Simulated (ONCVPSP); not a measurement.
**What one change does to a pseudopotential (platinum (Pt), ONCV)**

```json
{
  "Element": "Pt",
  "Generator": "ONCVPSP 4.0.1",
  "Type": "optimised norm-conserving Vanderbilt (ONCV)",
  "Functional": "PBE",
  "Relativity": "scalar-relativistic",
  "Frozen core": "[Kr] 4d10",
  "Valence charge": "32",
  "Reference configuration": "4f13.5 5s2 5p6 5d9.5 6s1",
  "Partial waves": "5s+6s: rc 1.65 bohr, ncon 4, nbas 9, qcut 8.4 1/bohr, 3 projectors, debl 0.5 Ha; 5p: rc 1.10 bohr, ncon 5, nbas 8, qcut 8.1 1/bohr, 3 projectors, debl 2.2 Ha; 5d: rc 2.05 bohr, ncon 4, nbas 9, qcut 8 1/bohr, 2 projectors, debl 2.9 Ha; 4f: rc 0.60 bohr, ncon 3, nbas 8, qcut 27.6 1/bohr, 1 projector",
  "Local potential": "polynomial inside 0.35 bohr (lpopt 5, dvloc0 1 Ha)",
  "Core correction": "Teter function, fcfact 1.75, rcfact 1.5"
}
```

All-electron outer shells of the reference configuration (PBE, scalar-relativistic, ld1.x):

| shell | level (eV) | outermost node (bohr) | outermost maximum (bohr) |
| --- | --- | --- | --- |
| 4d | -312.46 | 0.20 | 0.42 |
| 5s | -103.71 | 0.49 | 0.87 |
| 4f | -75.41 | – | 0.38 |
| 5p | -57.34 | 0.52 | 0.97 |
| 5d | -6.56 | 0.57 | 1.24 |
| 6s | -5.63 | 1.13 | 2.35 |

Change: d: nproj 1.

Cutoffs: the cutoffs (Ha) at which the residual kinetic energy of the hardest occupied pseudo-wave falls to 1 and 0.1 mHa per electron; they do not see the model core or the augmentation charge, which bear on the density cutoff. Errors are all-electron minus pseudo energies relative to the spin-unpolarised reference configuration.

**Question.** What does the change do?

**Answer.** The potential gets neither clearly harder nor softer (329 Ha and 356 Ha → 329 Ha and 356 Ha); both files keep a bound ghost (d, p, s); the errors of the 4 common tests hardly move; the range in which the d phases agree narrows (upper end at the end of the scan → 1.8).

```csv
quantity,base,changed
"cutoff, loose",329 Ha,329 Ha
"cutoff, tight",356 Ha,356 Ha
bound ghosts,"s, p, d","s, p, d"
GHOST(+) flags under 300 eV,none,none
"error for 4f14 5s2 5p6 5d9 6s1, meV [ΔE -33.22 eV]",-191,-185
"error for 4f14 5s2 5p6 5d9 6s0, meV [ΔE -24.03 eV]",-138,-132
"error for 4f14 5s2 5p6 5d8 6s0, meV [ΔE -4.06 eV]",-164,-162
"error for 4f13 5s2 5p6 5d10 6s1, meV [ΔE 35.70 eV]",-120,-112
s: phases at 1.67 bohr within 0.05 rad from the reference energy up to (Ha; the scan ends near 5),to the end of the scan,to the end of the scan
p: phases at 1.11 bohr within 0.05 rad from the reference energy up to (Ha; the scan ends near 5),to the end of the scan,to the end of the scan
d: phases at 2.08 bohr within 0.05 rad from the reference energy up to (Ha; the scan ends near 5),to the end of the scan,1.8
f: phases at 0.61 bohr within 0.05 rad from the reference energy up to (Ha; the scan ends near 5),to the end of the scan,to the end of the scan
"rms error of d²Exc/dni dnj with the model core, mHa",4.33,4.33
```

 A true bound ghost makes a file unfit for plane-wave use even where its test errors are small: the radial tests pick states by their node count and pass the ghost by.
